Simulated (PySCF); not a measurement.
**Substituent chemical shifts**

Parent skeleton `[BH2:1][O:2][CH3:3]`; one hydrogen on atom 1 is replaced by X. Hydrogens on one atom are averaged.

In vacuum, single conformer, equivalent nuclei averaged, non-relativistic Hamiltonian. NMR shieldings at PBE0/pcSseg-1/GIAO; structure optimised with PBE0-D3(BJ)/def2-SVP; PySCF.

δ = σ(ref) − σ, references computed at the same level: 11B vs BF3·OEt2; 17O against H2O; 13C, 1H against TMS.

Parent (X = H): B1 46.9, O2 210.0, C3 64.1, H(B1) 5.04, H(C3) 4.06 ppm. Effects are Δδ = δ(X) − δ(H), positive for deshielding.

Q: Give Δδ (ppm) for X = Cl, SCH3, ethynyl.

A: 
```tsv
X	SMILES	B1	O2	C3	H(B1)	H(C3)
Cl	COBCl	-11.3	-36.6	-10.4	+0.15	-0.06
SCH3	COBSC	-1.1	-48.1	-7.9	+0.52	-0.24
ethynyl	C#CBOC	-11.6	-22.4	-7.5	-0.25	-0.15
```

Q: Which position responds most, and to which substituents?

A: O2: from -48.1 ppm with SCH3 to -22.4 ppm with ethynyl.

Experimental scales use liquid or dissolved standards, which lie at an offset from isolated H2O (liquid H2O: subtract about 36 ppm).
